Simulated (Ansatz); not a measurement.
`[CH3][GeH2][CH2]O`. The species carries charge 0 and has multiplicity 1. Correlated methods include outer-core shells of Ge, which these sets cover unevenly. Scalar relativity is left out up to krypton.

```xyz
12

C    -0.545    1.186   -1.055
Ge   -0.580   -0.665   -0.418
C     0.826   -0.883    0.957
O     0.766    0.118    1.960
H    -0.755    1.875   -0.235
H    -1.304    1.338   -1.824
H     0.429    1.429   -1.482
H    -1.962   -0.976    0.190
H    -0.320   -1.634   -1.591
H     0.688   -1.839    1.466
H     1.814   -0.917    0.479
H     0.942    0.969    1.553
```

(1) Give the diagnostics of a CCSD(T)/def2-TZVPP run (frozen core, Ansatz). (Estimate.)

Results:

(1) Computed: T1 = 0.0106, largest single amplitude 0.012, largest double 0.017, (T) share of the correlation energy 3.5 %, 9 CCSD cycles. The RHF solution is stable towards an unrestricted one. T1 lies under the customary mark of 0.02 for closed shells.
